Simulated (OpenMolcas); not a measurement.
**Lines of Sb II: computed and rescaled rates**

| Quantity | Value |
| --- | --- |
| Program | OpenMolcas |
| Method | RASSCF |
| Basis | ANO-RCC-VTZP [7s6p4d2f1g] |
| Scalar Hamiltonian | DKH4, point nucleus |
| Active space | 4 electrons in 9 orbitals (RAS2 5s 5p; RAS3 5d, at most 2 electrons) |
| State averaging | 2S+1 = 3 even, 3 roots; 2S+1 = 1 even, 6 roots kept (CI in the orbitals of an earlier block); 2S+1 = 5 odd, 1 root; 2S+1 = 3 odd, 8 roots kept (CI in the orbitals of an earlier block); 2S+1 = 1 odd, 5 roots kept (CI in the orbitals of an earlier block, 0 in the spin-orbit step) |
| Spin-orbit coupling | state interaction with AMFI integrals over the reference wave functions, term energies averaged over their components |

Rates come from the transition moments of the reference wave functions (E1 and E2 in the length form). At fixed line strength A goes as λ^-3 for E1 and M1 and as λ^-5 for E2, so a rate at the computed wavelength can be rescaled to the measured one. Measured vacuum wavelengths follow from level energies in NIST Handbook of Basic Atomic Spectroscopic Data. Branching counts decays inside the model space alone, at computed energies, and the table is only a selection of the E2 and M1 lines, drawn from those between levels with measured partners whose computed energy lies within a factor of 1.5 of the measured one.

```json
{"Upper": "5s² 5p² ¹S₀", "Lower": "5s² 5p² ³P₁", "Type": "M1", "λ computed (nm)": "423.3", "λ measured (nm)": "479.6", "A computed (s-1)": "2.36e+01", "A rescaled (s-1)": "", "Branching %": "85.3"}
{"Upper": "5s² 5p² ¹S₀", "Lower": "5s² 5p² ¹D₂", "Type": "E2", "λ computed (nm)": "827.8", "λ measured (nm)": "899.6", "A computed (s-1)": "2.62e+00", "A rescaled (s-1)": "1.73e+00", "Branching %": "9.5"}
{"Upper": "5s² 5p² ¹D₂", "Lower": "5s² 5p² ³P₂", "Type": "M1", "λ computed (nm)": "1122", "λ measured (nm)": "1402", "A computed (s-1)": "1.95e+00", "A rescaled (s-1)": "", "Branching %": "55.3"}
{"Upper": "5s² 5p² ¹D₂", "Lower": "5s² 5p² ³P₁", "Type": "M1", "λ computed (nm)": "866.4", "λ measured (nm)": "1027", "A computed (s-1)": "1.52e+00", "A rescaled (s-1)": "", "Branching %": "43.2"}
{"Upper": "5s² 5p² ¹S₀", "Lower": "5s² 5p² ³P₂", "Type": "E2", "λ computed (nm)": "476.3", "λ measured (nm)": "548", "A computed (s-1)": "1.44e+00", "A rescaled (s-1)": "", "Branching %": "5.2"}
{"Upper": "5s² 5p² ³P₁", "Lower": "5s² 5p² ³P₀", "Type": "M1", "λ computed (nm)": "3997", "λ measured (nm)": "3274", "A computed (s-1)": "2.74e-01", "A rescaled (s-1)": "4.99e-01", "Branching %": "100.0"}
{"Upper": "5s² 5p² ³P₂", "Lower": "5s² 5p² ³P₁", "Type": "M1", "λ computed (nm)": "3803", "λ measured (nm)": "3841", "A computed (s-1)": "2.28e-01", "A rescaled (s-1)": "2.21e-01", "Branching %": "99.1"}
{"Upper": "5s² 5p² ¹D₂", "Lower": "5s² 5p² ³P₂", "Type": "E2", "λ computed (nm)": "1122", "λ measured (nm)": "1402", "A computed (s-1)": "3.07e-02", "A rescaled (s-1)": "", "Branching %": "0.9"}
{"Upper": "5s² 5p² ³P₂", "Lower": "5s² 5p² ³P₀", "Type": "E2", "λ computed (nm)": "1949", "λ measured (nm)": "1767", "A computed (s-1)": "1.98e-03", "A rescaled (s-1)": "3.23e-03", "Branching %": "0.9"}
```

Spin-changing lines and M1 lines between different terms are not rescaled, since their strength hangs on the term gaps too.

The largest correction is for 5s² 5p² ³P₁ → 5s² 5p² ³P₀ (M1): 2.74e-01 × (3997 / 3274)^3 = 4.99e-01 s-1, a factor of 1.82.

No measured rate stands beside these. Rescaling mends the energy factor alone: line strengths can still be far off where a level mixes with configurations outside the active space, and weak or spin-changing lines hang on small mixing coefficients that depend on the term gaps too, so rescaling need not improve them.

Some high roots are left out of the spin-orbit mixing, which shifts the levels that they would mix with. Terms from blocks run as CI alone lack orbitals of their own. Active for correlation alone: 5d; no level in the range computed is led by a configuration that fills it, so any true level of that kind is missing. Computed and measured levels are paired by configuration, term and J; levels that our copy of the source lacks, or whose pairing is in doubt (as where it misses far off the trend of its configuration), stay unpaired. Only configurations of the active space appear.
